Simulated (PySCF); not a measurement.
Au₂H₈S₂Si₄, SMILES [Au][S][SiH2][SiH2][SiH2][SiH2][S][Au], multiplicity 1.

Geometry: PBE0-D3(BJ)/def2-SVP. The multiplicity is an assumed one; other spin states were not compared. The def2 effective core potentials stand for the cores of Au; spin–orbit coupling is left out. One conformer was computed; it need not be the lowest.

Two levels are set side by side: PBE/def2-SVP (PySCF) and ωB97X/def2-SVP (PySCF). Same geometry, gas phase. Differences are taken from unrounded values.

```
quantity                     ωB97X
---------------------------  -----
orbital gap (eV)              7.59
highest occupied level (eV)  -8.99
lowest empty level (eV)      -1.40
mean polarisability (bohr³)  230.2
```

Task: What does PBE give, and how far is it from ωB97X? (The exact figures need the calculation; the answer reports its results.)

Result: 
| quantity | PBE | PBE minus ωB97X |
|---|---|---|
| orbital gap (eV) | 1.60 | -6.00 |
| highest occupied level (eV) | -5.75 | 3.24 |
| lowest empty level (eV) | -4.16 | -2.76 |
| mean polarisability (bohr³) | 285.1 | 54.9 |

Without exact exchange PBE keeps part of each electron's self-repulsion, which lifts occupied levels and narrows the gap. Loosely held outer electrons make PBE densities more polarisable. Differences between two approximate levels are no errors against the true value.

Rough cost on one machine, each run with all the roots and properties that it gave: ωB97X against PBE within a factor of 2.
